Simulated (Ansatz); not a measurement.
Calculated with Ansatz (gas phase, PBE0-D4/def2-TZVP geometries, no zero-point term in ΔE). CBS: MP2 limit from def2 TZ/QZ plus the TZ coupled-cluster correction, frozen cores. DFT in def2-TZVPP. B3LYP here is the variant with VWN-RPA as its local correlation; programs differ in this. One conformer a species, not always the lowest.

`[SiH3]C[SiH]1[AlH][SiH2]1` + `[NH2][Al]([OH])[SH]` → `[NH2][Al]([SH])[O][SiH3]` + `C[SiH]1[AlH][SiH2]1`  (ligand exchange at the Si–C bond)

| level | ΔE (kcal/mol) | difference from CCSD(T)/CBS |
| --- | --- | --- |
| PBE-D4 | -22.3 | 2.9 |
| r2SCAN-D4 | -25.5 | -0.3 |
| PBE0-D4 | -23.6 | 1.6 |
| B3LYP-D4 | -26.4 | -1.2 |
| ωB97X-V | -25.7 | -0.5 |
| ωB97M-V | -25.3 | -0.1 |
| B2PLYP | -27.1 | -1.9 |
| PBE | -23.0 | 2.2 |
| r2SCAN | -25.6 | -0.4 |
| PBE0 | -24.3 | 0.9 |
| B3LYP | -27.6 | -2.4 |
| HF/def2-TZVPP | -32.2 | -7.0 |
| MP2/def2-TZVPP | -25.4 | -0.2 |
| SCS-MP2/def2-TZVPP | -26.9 | -1.7 |
| CCSD/def2-TZVPP | -26.5 | -1.3 |
| CCSD(T)/def2-TZVPP | -25.6 | -0.4 |
| HF/def2-QZVPP | -32.6 | -7.4 |
| MP2/def2-QZVPP | -25.3 | -0.1 |
| SCS-MP2/def2-QZVPP | -26.9 | -1.7 |
| HF/CBS(def2) | -32.7 | -7.5 |
| MP2/CBS(def2) | -25.1 | 0.1 |
| CCSD/CBS(def2) | -26.2 | -1.0 |
| CCSD(T)/CBS | -25.2 | 0 |

Largest T1 diagnostic among the species: 0.014.

In def2-TZVPP, CCSD(T) changes the Hartree–Fock value by +6.6 kcal/mol (the triples alone add +1.0 kcal/mol) and MP2 by +6.8 kcal/mol. The D4 term adds +1.2 kcal/mol with B3LYP and +0.6 kcal/mol with PBE0; it sums over pairs of atoms, weighted by their polarisabilities, and B3LYP, whose exchange is more repulsive, gets the larger term. From PBE to PBE0 (25 % exact exchange), in def2-TZVPP and without D4, ΔE moves by −1.2 kcal/mol.
